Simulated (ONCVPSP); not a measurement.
## An all-electron radial function and its pseudo partner (Ar)

Columns: radius, all-electron u(r) and pseudo u(r) of the 3p shell (level -16.05 eV) of argon in the configuration [Ne] 3s2 3p5.5; PW91, scalar-relativistic, ONCV scheme, ONCVPSP 4.0.1.

| r (bohr) | all-electron | pseudo |
| --- | --- | --- |
| 0.062 | -0.1253 | 0.0098 |
| 0.125 | -0.2949 | 0.0365 |
| 0.188 | -0.3876 | 0.0729 |
| 0.250 | -0.3941 | 0.1146 |
| 0.312 | -0.3349 | 0.1630 |
| 0.375 | -0.2316 | 0.2206 |
| 0.438 | -0.1048 | 0.2824 |
| 0.500 | 0.0285 | 0.3384 |
| 0.562 | 0.1604 | 0.3836 |
| 0.625 | 0.2864 | 0.4217 |
| 0.688 | 0.4005 | 0.4641 |
| 0.750 | 0.4992 | 0.5196 |
| 0.812 | 0.5842 | 0.5872 |
| 0.875 | 0.6564 | 0.6564 |
| 0.938 | 0.7149 | 0.7148 |
| 1.000 | 0.7597 | 0.7597 |
| 1.062 | 0.7932 | 0.7932 |
| 1.125 | 0.8168 | 0.8167 |
| 1.188 | 0.8310 | 0.8310 |
| 1.250 | 0.8371 | 0.8371 |
| 1.312 | 0.8366 | 0.8366 |
| 1.375 | 0.8303 | 0.8303 |
| 1.438 | 0.8192 | 0.8192 |
| 1.500 | 0.8044 | 0.8044 |
| 1.562 | 0.7865 | 0.7865 |
| 1.625 | 0.7659 | 0.7660 |

Q: How many radial nodes do the two functions have?

A: The all-electron 3p function has n − l − 1 = 1; the pseudo-wave has 0, since the states of the same l below it are removed with the core.

Q: At about which radius was the pseudo-wave matched?

A: 0.90 bohr, where the columns begin to agree (steps of 0.06 bohr).

Q: Where does each function peak?

A: Outermost all-electron maximum near 1.25 bohr, pseudo maximum near 1.25 bohr (to the table’s step).

Q: Is the pseudo-wave norm-conserving?

A: Yes: the ONCV scheme keeps the norm inside the radius equal to the all-electron one, which fixes the energy derivative of the logarithmic derivative at the level.
